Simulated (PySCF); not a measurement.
## Calculated data, AlClGeHN, CH5GeNO

Computed with PySCF 2.14.0. Calculation on a computer-drawn molecule: optimised geometry and harmonic frequencies of an isolated molecule of the commonest isotopes, restricted reference for singlets and unrestricted otherwise, frozen core in MP2; on germanium a core potential holds 10 electrons, which the energies leave out, and 3d is frozen in MP2 and coupled-cluster steps.

Common to all runs: charge 0; multiplicity 1; basis and core potential on germanium cc-pVDZ-PP ECP10MDF.

(1) AlClGeHN

Start structure:
```xyz
5
AlClGeHN
Cl     1.4413     2.2228    -1.2679
Al     1.5539     1.4572     0.6468
N      1.6498     0.8333     2.1414
Ge     1.8146    -0.0341     3.7131
H      1.3876     1.1647     4.6995
```

Here we set method MP2 and basis cc-pV(D+d)Z.

Results for AlClGeHN: rotational constants 57.46, 0.6773, 0.6694 GHz; total energy -1050.2946 hartree; convergence status largest gradient component 4.401e-05 hartree/bohr.

Drawn bonds:
```csv
atom,other atom,order
1,2,1
2,3,2
3,4,1
4,5,1
```

Optimised structure:
```xyz
5
AlClGeHN
Cl     1.4829     2.1062    -1.3401
Al     1.5973     1.3253     0.5909
N      1.4929     1.3051     2.2991
Ge     1.8237    -0.0294     3.5762
H      1.4505     0.9367     4.8068
```

Modes:
```csv
frequency (cm⁻¹),reduced mass (dalton)
65.05,3.577
70.54,16.62
156,28.8
242.6,1.837
382.2,16.18
604.7,22.96
747.6,1.059
1041,16.53
1880,1.022
```

(2) CH5GeNO

Start structure:
```xyz
9
CH5GeNO
N     -0.2832    -2.2985    -2.5214
Ge    -0.5518    -1.4214    -0.9545
C      1.3696    -0.5995    -0.9485
O      0.9598     0.5749    -1.6578
H      0.5117    -2.5166    -2.9956
H     -1.0268    -2.8304    -2.9725
H      1.7120    -0.2110     0.0154
H      2.1661    -1.1364    -1.4036
H      0.8819     0.2979    -2.6146
```

Here we set method HF and basis cc-pVDZ.

It finds rotational constants 7.999, 3.352, 2.663 GHz; total energy -463.4549 hartree; convergence status largest gradient component 3.272e-05 hartree/bohr.

Drawn bonds:
```csv
atom,other atom,order
1,2,1
2,3,1
3,4,1
1,5,1
1,6,1
3,7,1
3,8,1
4,9,1
```

Optimised structure:
```xyz
9
CH5GeNO
N     -0.3053    -2.2969    -2.5106
Ge    -0.4503    -1.5663    -0.8472
C      1.3139    -0.5764    -0.9477
O      1.0825     0.5480    -1.7869
H      0.5139    -2.3086    -3.0915
H     -1.0494    -2.8275    -2.9235
H      1.6007    -0.1752     0.0246
H      2.1547    -1.1817    -1.3116
H      0.8784     0.2436    -2.6586
```

Modes:
```csv
frequency (cm⁻¹),reduced mass (dalton)
68.67,3.849
158.6,5.358
244.2,2.264
374.8,1.104
450.4,1.228
532.9,1.623
609.3,1.701
712.1,5.463
740.9,1.182
868.8,1.378
1112,7.663
1213,1.036
1357,1.278
1487,1.214
1582,1.072
1687,1.116
3135,1.069
3249,1.096
3754,1.05
3862,1.097
4145,1.067
```
